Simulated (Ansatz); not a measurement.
Two isomers of C3H6BClO: A = `C=CB(Cl)CO`, B = `CC1(Cl)CBO1`.

Gas-phase electronic energies from Ansatz, PBE0-D4/def2-TZVP geometries. CCSD(T)/CBS adds triple-zeta CCSD(T) − MP2 to the extrapolated MP2 energy (def2 sets, frozen cores). DFT in def2-TZVPP. B3LYP here is the variant with VWN-RPA as its local correlation; programs differ in this. One conformer a species, not always the lowest.

A:

```xyz
12

C     2.029   -0.308    0.974
C     1.042    0.134    0.192
B    -0.337   -0.544    0.077
Cl   -0.641   -2.090    0.875
C    -1.538    0.061   -0.730
O    -1.326    1.335   -1.318
H     2.988    0.198    1.038
H     1.907   -1.199    1.582
H     1.217    1.031   -0.400
H    -1.759   -0.627   -1.557
H    -2.452    0.046   -0.114
H    -1.130    1.963   -0.620
```

B:

```xyz
12

C    -0.1606   -1.4775   -0.3664
C     0.4871   -0.1885    0.0506
Cl    2.0591   -0.5360    0.8319
C    -0.3660    0.8421    0.8053
B    -0.0924    1.6447   -0.5220
O     0.7011    0.6798   -1.0820
H     0.4783   -2.0079   -1.0730
H    -1.1190   -1.2641   -0.8454
H    -0.3300   -2.1095    0.5056
H     0.1005    1.2264    1.7111
H    -1.3815    0.5147    1.0311
H    -0.3766    2.6757   -1.0468
```

Question: Which is lower in electronic energy at CCSD(T)/CBS, and by how much? (Estimate.)

Answer: Computed: B, by 4.5 kcal/mol.

Question: Give E(B) − E(A) in kcal/mol with HF/def2-TZVPP, ωB97M-V, B3LYP-D4, PBE-D4, MP2/def2-TZVPP, B3LYP, CCSD(T)/def2-TZVPP. (An estimate is asked.)

Answer: The calculation gave: HF/def2-TZVPP 1.3, ωB97M-V -5.7, B3LYP-D4 -1.7, PBE-D4 -5.5, MP2/def2-TZVPP -6.7, B3LYP -0.8, CCSD(T)/def2-TZVPP -4.6. The order is the other way round with HF/def2-TZVPP.

Largest T1 diagnostic: 0.013.

The D4 term adds −0.9 kcal/mol with B3LYP and −0.4 kcal/mol with PBE0; it sums over pairs of atoms, weighted by their polarisabilities, and B3LYP, whose exchange is more repulsive, gets the larger term. From PBE to PBE0 (25 % exact exchange), in def2-TZVPP and without D4, E(B) − E(A) moves by −0.8 kcal/mol.
